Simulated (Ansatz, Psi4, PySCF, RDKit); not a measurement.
Noncovalent pair: H2O (SMILES O) (first 3 atoms) with CHN (SMILES C#N); geometry from B3LYP-D3(BJ)/def2-TZVP, rigid monomers moved along the line of their centres of mass till O1···H6 is 2.81 Å.
(charge 0, multiplicity 1):
```xyz
6

O     -0.083    -0.078    -0.103
H      0.709    -0.232    -0.628
H     -0.828    -0.231    -0.694
C     -0.252    -0.307     3.776
N     -0.301    -0.394     4.919
H     -0.206    -0.229     2.702
```

Interaction energies are E(AB) − E(A) − E(B) at the monomers' geometry in the complex; basis-set methods are counterpoise corrected. Rows marked so take none.

Frozen-core correlation. CBS: X⁻³ extrapolation of the correlation energy, Hartree–Fock from the larger set. Rows in 3-21G, 6-31G* carry no dispersion term and start afresh at each structure (6-31G* with six Cartesian d functions).

Run with Ansatz (an electronic-structure program); Psi4 for SAPT; PySCF for 3-21G rows, 6-31G* rows, the dispersion terms; RDKit for the force fields. Each number belongs to the level named beside it.

```csv
level,interaction energy (kcal/mol)
MMFF94,-3.63
HF/6-31G*,-3.79
PBE-D4/def2-TZVPPD,-3.28
B3LYP/3-21G (no counterpoise),-6.33
B3LYP-D4/def2-TZVPPD,-3.24
M06-2X/6-31G* (no counterpoise),-4.32
SCS-MP2/aug-cc-pVDZ,[?]
"CCSD(T)/CBS(aug-cc-pVDZ, aug-cc-pVTZ)",-3.24
SAPT0/jun-cc-pV(D+d)Z,-3.79
```

Task: Complete the blanks.

Result: 
- SCS-MP2/aug-cc-pVDZ, interaction energy (kcal/mol): -3.05
